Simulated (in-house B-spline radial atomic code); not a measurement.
**Ionising the mercury ion Hg¹⁰⁺ with different functionals**

Computed with an all-electron radial atomic-structure program (B-spline basis): scalar-relativistic (spin-free X2C) Hamiltonian, Fermi nucleus of rms radius 5.4648 fm, spin-polarised at highest spin, spherical fractional occupations for the functionals, the average over the highest-spin determinants for Hartree-Fock. The ionisation energy is the difference of two self-consistent energies, [Xe] 4f14 5d2 → [Xe] 4f14 5d1, without Breit or QED terms; ε is the level of the shell that loses the electron (its least bound occupied spin orbital). There is no spin-orbit coupling in this Hamiltonian.

Hybrids are left out here: with spherical fractional occupations of an open shell their exact exchange keeps a self-interaction that integer-occupation calculations don't have.

| method | rung | ΔSCF (eV) | -ε(5d) (eV) |
| --- | --- | --- | --- |
| Hartree-Fock | Hartree-Fock | 171.12 | 171.64 |
| LDA VWN5 | LDA | 172.50 | 162.97 |
| LDA PW92 | LDA | 172.48 | 162.96 |
| LDA exchange-only | LDA | 170.74 | 161.27 |
| PBE | GGA | 172.20 | 162.72 |
| PBEsol | GGA | 172.24 | 162.76 |
| BLYP | GGA | ? | ? |
| RPBE | GGA | 172.14 | 162.67 |
| PW91 | GGA | 172.31 | 162.83 |
| BP86 | GGA | 172.26 | 162.78 |
| AM05 | GGA | 172.28 | 162.79 |
| OLYP | GGA | 172.77 | 163.29 |
| TPSS | meta-GGA | 172.11 | 162.67 |
| SCAN | meta-GGA | 172.19 | 162.84 |
| r2SCAN | meta-GGA | 172.19 | 162.85 |
| revTPSS | meta-GGA | ? | ? |

What does revTPSS give?

ΔSCF 172.16 eV, and -ε(5d) = 162.72 eV.

What does BLYP give?

ΔSCF 172.05 eV, and -ε(5d) = 162.53 eV.

How do they compare with the NIST value?

NIST lists 173 eV ± 2.4 (tabulated theory, ground level to ground level). Errors run from -2.26 to -0.23 eV; all lie within about twice that uncertainty, so the table can't rank the methods. Hartree-Fock also lacks correlation.
